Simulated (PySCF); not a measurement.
**Atomic charges against the basis set**

(SiH3)2PPF2, F₂H₆P₂Si₂.
Cartesian coordinates in Å at the PBE0-D3(BJ)/def2-SVP level; atoms count from 1:
```xyz
12
F2H6P2Si2 angstrom
F     -0.3653    3.3100   -0.1905
P     -0.1608    1.8858   -0.9146
F      1.4249    2.0235   -1.2249
P      0.0148    0.6194    0.9235
Si     1.5848   -0.7893    0.0885
Si    -1.7554   -0.7163    0.4398
H      1.4369   -0.9870   -1.3853
H      1.3698   -2.0968    0.7783
H      2.9402   -0.2615    0.4032
H     -1.8271   -1.7508    1.5113
H     -1.6317   -1.3867   -0.8918
H     -2.9911    0.1210    0.4542
```

PBE0 throughout (PySCF), one geometry, spherical d and f functions. Geometry: PBE0-D3(BJ)/def2-SVP, one conformer, isolated molecule. Atoms taken as equivalent share a column and are averaged.

Mulliken charges (e):

```csv
basis,functions,F1/F3,P2,P4,Si5/Si6,H7 (×6)
pcSseg-0,82,-0.465,+1.017,-0.556,+0.221,+0.004
cc-pVDZ,130,-0.298,+0.661,-0.260,+0.130,-0.011
aug-cc-pVDZ,208,-0.490,+1.022,-0.558,-0.793,+0.351
cc-pVTZ,280,-0.265,+0.549,-0.173,+0.076,0.000
IGLO-III,306,-0.402,+0.797,-0.484,+0.638,-0.131
pcSseg-2,328,-0.321,+0.649,-0.277,+0.420,-0.095
```

IAO charges (e):

```tsv
basis	functions	F1/F3	P2	P4	Si5/Si6	H7 (×6)
pcSseg-0	82	-0.416	+0.856	-0.257	+0.237	-0.040
cc-pVDZ	130	-0.466	+0.962	-0.259	+0.381	-0.089
aug-cc-pVDZ	208	-0.482	+0.981	-0.256	+0.385	-0.088
cc-pVTZ	280	-0.486	+1.002	-0.271	+0.406	-0.095
IGLO-III	306	-0.491	+1.007	-0.270	+0.415	-0.098
pcSseg-2	328	-0.490	+1.004	-0.266	+0.413	-0.097
```

Hirshfeld charges (e):

```csv
basis,functions,F1/F3,P2,P4,Si5/Si6,H7 (×6)
pcSseg-0,82,-0.174,+0.344,-0.099,+0.236,-0.062
cc-pVDZ,130,-0.140,+0.295,-0.090,+0.239,-0.067
aug-cc-pVDZ,208,-0.154,+0.307,-0.085,+0.239,-0.066
cc-pVTZ,280,-0.143,+0.294,-0.089,+0.238,-0.066
IGLO-III,306,-0.154,+0.308,-0.067,+0.234,-0.067
pcSseg-2,328,-0.152,+0.307,-0.090,+0.243,-0.067
```

ESP-fitted charges (e):

```
      basis  functions   F1/F3      P2      P4  Si5/Si6  H7 (×6)
   pcSseg-0         82  -0.145  +0.316  -0.326   +0.204   -0.018
    cc-pVDZ        130  -0.102  +0.186  -0.149   +0.119   -0.012
aug-cc-pVDZ        208  -0.095  +0.137  -0.123   +0.145   -0.019
    cc-pVTZ        280  -0.089  +0.139  -0.132   +0.154   -0.023
   IGLO-III        306  -0.093  +0.139  -0.131   +0.152   -0.021
   pcSseg-2        328  -0.105  +0.169  -0.154   +0.170   -0.024
```

Some averages cover members that differ in this geometry, most widely: H7 (×6), Mulliken in aug-cc-pVDZ +0.293 to +0.431; Si5/Si6, Mulliken in aug-cc-pVDZ -0.848 to -0.739; H7 (×6), ESP-fitted in pcSseg-0 -0.049 to +0.006; H7 (×6), ESP-fitted in pcSseg-2 -0.053 to -0.005 e.

Task: Which scheme is steadiest as the basis changes?

Result: Largest range over the bases for any column: Hirshfeld 0.05 e, IAO 0.18 e, ESP-fitted 0.20 e, Mulliken 1.43 e. Hirshfeld charges move least and Mulliken charges most, counted in e.

Task: How much do the charges still move between the two largest bases, IGLO-III and pcSseg-2?

Result: At most, over all atoms: Mulliken 0.219 e, IAO 0.004 e, Hirshfeld 0.023 e, ESP-fitted 0.030 e.

Task: What do the same runs give for the total energy, the frontier levels and the dipole moment?

Result: 
```csv
basis,energy (Eh),HOMO (eV),LUMO (eV),μ (D)
pcSseg-0,-1462.3382,-7.43,-0.98,3.09
cc-pVDZ,-1464.3444,-7.15,-0.83,1.92
aug-cc-pVDZ,-1464.3786,-7.28,-1.18,2.02
cc-pVTZ,-1464.4881,-7.22,-1.07,1.82
IGLO-III,-1464.4891,-7.26,-1.15,1.94
pcSseg-2,-1464.5137,-7.30,-1.19,2.12
```

The dipole is fixed by the density alone, so its range of 1.27 D shows that the density itself changes with the basis, not only its division among atoms.
